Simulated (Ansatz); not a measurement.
Relaxation of C₂H₉ClGeSi (14 atoms, charge 0, multiplicity 1), to a largest force component of 0.015 eV/Å in at most 40 steps.

These are results of RKS BHLYP/def2-SVP (Ansatz 0.2.0), not measurements.

```xyz
14
Properties=species:S:1:pos:R:3:forces:R:3
C -1.334 1.921 -0.026 -1.07 2.97 -0.93
Si 0.024 0.833 0.430 0.52 -0.23 0.78
C -0.174 -0.793 -0.479 0.82 -0.35 1.09
Cl 0.063 -0.522 -2.222 -0.41 -0.01 -0.48
Ge 1.274 -2.006 0.096 -0.30 -0.28 0.87
H -1.352 2.180 -1.131 0.12 -0.43 1.19
H -1.260 2.925 0.518 -0.10 -1.32 -0.65
H -2.307 1.498 0.216 -0.17 -0.11 0.09
H -0.003 0.616 1.923 0.03 -0.14 -0.44
H 1.308 1.468 0.093 0.25 -0.09 -0.07
H -1.137 -1.245 -0.208 0.04 0.06 -0.56
H 1.177 -2.222 1.659 0.04 0.07 -0.72
H 2.602 -1.342 -0.229 0.15 0.01 -0.08
H 1.105 -3.340 -0.611 0.09 -0.17 -0.10
```

Where does it end, and by what steps?

The run converged. After 7 steps the energy has fallen by 0.290 eV; H12 moved furthest, 0.18 Å.

| step | energy less start (eV) | largest force component (eV/Å) | accepted |
| --- | --- | --- | --- |
| 0 | 0.0000 | 2.969 | yes |
| 1 | -0.2445 | 0.911 | yes |
| 2 | -0.2837 | 0.231 | yes |
| 3 | -0.2881 | 0.069 | yes |
| 4 | -0.2896 | 0.047 | yes |
| 5 | -0.2901 | 0.038 | yes |
| 6 | -0.2899 | 0.042 | no |
| 7 | -0.2903 | 0.002 | yes |

```xyz
14
Properties=species:S:1:pos:R:3
C -1.395 2.015 -0.071
Si 0.000 0.901 0.486
C -0.086 -0.784 -0.373
Cl -0.042 -0.521 -2.169
Ge 1.327 -2.076 0.094
H -1.373 2.138 -1.156
H -1.309 3.004 0.390
H -2.366 1.596 0.208
H -0.080 0.650 1.948
H 1.317 1.509 0.185
H -1.052 -1.251 -0.162
H 1.250 -2.375 1.596
H 2.690 -1.474 -0.245
H 1.107 -3.362 -0.703
```

Whether the end is a true minimum wasn't checked by a vibrational analysis.

The run took 61 s on 2 threads of Arm Neoverse V1 (shared host), peak memory 0.4 GiB.
